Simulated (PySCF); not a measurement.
A structure optimised at PBE0-D3(BJ)/def2-TZVPD, used in a PySCF frequency run:

```xyz
4

B      0.0000     0.0000     0.6917
N      0.0000     0.0000    -0.5412
H      0.0000     0.0000     1.8633
H      0.0000     0.0000    -1.5331
```
Charge 0, spin multiplicity 1.

**Question.** Write its SMILES, formula and point group.

**Answer.** B=N, BH2N, C∞v

**Question.** What are its rotational constants (standard atomic weights)?

**Answer.** 33.376 GHz (linear rotor, B only)
